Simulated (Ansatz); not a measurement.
Relaxation of C5H10Sn (16 atoms, charge 0, multiplicity 1), to a largest force component of 0.02 eV/Å in at most 50 steps.

Method: RHF/def2-SVP in Ansatz.

```xyz
16
Properties=species:S:1:pos:R:3
C 1.009 -2.652 1.108
C 1.217 -1.340 0.968
C 1.444 -0.066 0.826
Sn 0.187 1.188 -0.194
C -0.110 0.452 -2.213
C -1.786 1.117 0.797
H 1.679 -3.249 1.625
H 0.091 -2.999 0.669
H 0.448 -0.661 1.337
H 0.710 2.825 -0.187
H -0.492 -0.586 -2.151
H -0.820 1.106 -2.720
H 0.820 0.520 -2.728
H -2.537 1.751 0.271
H -2.152 0.039 0.817
H -1.669 1.504 1.858
```

**Question.** Where does it end, and by what steps?

**Answer.** The run converged. After 19 steps the energy has fallen by 4.522 eV; H7 moved furthest, 1.55 Å. Parted: C2–H9 (1.09 → 2.05 Å).

| step | energy less start (eV) | largest force component (eV/Å) | accepted |
| --- | --- | --- | --- |
| 0 | 0.0000 | 4.345 | yes |
| 1 | -1.0276 | 2.512 | yes |
| 2 | -1.5552 | 2.232 | yes |
| 3 | -2.1126 | 2.679 | yes |
| 4 | -2.9189 | 2.467 | yes |
| 5 | -3.5142 | 2.656 | yes |
| 6 | -3.9607 | 1.776 | yes |
| 7 | -4.2678 | 0.791 | yes |
| 8 | -4.3911 | 0.336 | yes |
| 9 | -4.4364 | 0.825 | yes |
| 10 | -4.4835 | 0.234 | yes |
| 11 | -4.4902 | 0.255 | yes |
| 12 | -4.4720 | 0.543 | no |
| 13 | -4.5149 | 0.108 | yes |
| 14 | -4.5202 | 0.079 | yes |
| 15 | -4.5216 | 0.057 | yes |
| 16 | -4.5220 | 0.041 | yes |
| 17 | -4.5221 | 0.033 | yes |
| 18 | -4.5222 | 0.028 | yes |
| 19 | -4.5223 | 0.005 | yes |

```xyz
16
Properties=species:S:1:pos:R:3
C 1.353 -2.794 0.616
C 1.049 -1.588 1.008
C 0.737 -0.380 1.367
Sn -0.089 1.059 -0.019
C -0.090 0.198 -1.999
C -2.091 1.576 0.617
H 2.343 -3.025 0.241
H 0.626 -3.596 0.666
H 0.900 -0.102 2.405
H 0.901 2.464 0.029
H -0.665 -0.728 -2.008
H -0.534 0.893 -2.713
H 0.929 -0.025 -2.317
H -2.524 2.321 -0.051
H -2.729 0.691 0.611
H -2.078 1.985 1.628
```

Whether the end is a true minimum wasn't checked by a vibrational analysis.

Time of the run: 55 s on 2 threads of Intel(R) Xeon(R) 6975P-C (Granite Rapids), with other jobs on the host, peak memory 0.45 GiB.
